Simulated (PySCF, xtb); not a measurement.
C2F5, SMILES F[C](F)C(F)(F)F, multiplicity 2.

Harmonic wavenumbers (cm⁻¹) from GFN2-xTB run with xtb 6.7.1 at its own minimum, in rising order: 33, 167, 178, 334, 382, 432, 525, 527, 585, 761, 984, 1085, 1108, 1239, 1293.

### Question
What does PySCF 2.14.0 with PBE0-D3(BJ)/def2-SVP give at its own minimum? (The exact figures need the calculation; the answer reports its results.)

### Answer
55, 207, 220, 372, 428, 525, 601, 622, 715, 852, 1177, 1251, 1301, 1366, 1474. Paired by order, the mean absolute difference is 102 cm⁻¹ and the zero-point energies are 13.8 and 16.0 kcal/mol.
